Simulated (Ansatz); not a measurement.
`C[Si](N)(O)O[SiH3]` + BH₃ → `B[Si](C)(N)O` + silanol  (formal exchange of groups at the Si–O bond)

Computed with Ansatz on PBE0-D4/def2-TZVP structures; ΔE is electronic, products minus reactants. CCSD(T)/CBS is the MP2 limit (def2-TZVPP, def2-QZVPP) plus CCSD(T) − MP2 in def2-TZVPP, frozen cores. This one scheme is used for every species. Functionals use def2-TZVPP. One conformer a species, not always the lowest.

`C[Si](N)(O)O[SiH3]`:

Cartesian coordinates in Å:
```
C -1.592 1.578 -0.026
Si -0.131 0.510 0.351
N 1.413 1.040 -0.173
O -0.084 0.387 1.987
O -0.371 -0.930 -0.393
Si 0.391 -2.351 -0.655
H -1.475 2.569 0.417
H -2.506 1.133 0.373
H -1.714 1.697 -1.105
H 1.686 0.929 -1.137
H 1.831 1.866 0.225
H 0.690 -0.041 2.358
H -0.623 -3.367 -1.031
H 1.377 -2.216 -1.761
H 1.108 -2.803 0.568
```

BH₃:

Z-matrix (Å, degrees):
```
B
H 1 1.193
H 1 1.193 2 120.0
H 1 1.193 2 120.0 3 180.0
```

`B[Si](C)(N)O`:

Cartesian coordinates in Å:
```
B 1.135 1.306 -1.087
Si -0.188 0.233 -0.032
C 0.473 -0.812 1.370
N -0.842 -0.885 -1.163
O -1.254 1.356 0.565
H 0.767 1.942 -2.034
H 2.313 1.305 -0.873
H 1.248 -1.497 1.018
H 0.910 -0.182 2.148
H -0.318 -1.410 1.832
H -1.100 -1.827 -0.921
H -1.247 -0.593 -2.037
H -1.896 1.063 1.214
```

`O[SiH3]`:

Cartesian coordinates in Å:
```
O -0.801 -0.993 0.123
Si 0.238 0.286 0.134
H -1.104 -1.316 -0.726
H 1.502 -0.028 -0.588
H 0.529 0.561 1.559
H -0.364 1.490 -0.502
```

CCSD(T)/CBS gives +1.73 eV.

Problem. Another level gave +1.69 eV. Which?
A. PBE-D4/def2-TZVPP
B. r2SCAN-D4/def2-TZVPP
C. CCSD/def2-TZVPP
D. HF/def2-TZVPP

Solution. B. r2SCAN-D4 1.69, HF/def2-TZVPP 1.96, CCSD/def2-TZVPP 1.76, PBE-D4 1.46 eV.

Largest T1 diagnostic among the species: 0.011.

From PBE to PBE0 (25 % exact exchange), in def2-TZVPP and without D4, ΔE moves by +0.13 eV. The D4 term adds +0.08 eV with B3LYP and +0.05 eV with PBE0; it sums over pairs of atoms, weighted by their polarisabilities, and B3LYP, whose exchange is more repulsive, gets the larger term. In def2-TZVPP, CCSD(T) changes the Hartree–Fock value by −0.22 eV (the triples alone add −0.02 eV) and MP2 by −0.16 eV.

B3LYP here is the variant with VWN-RPA as its local correlation; programs differ in this.
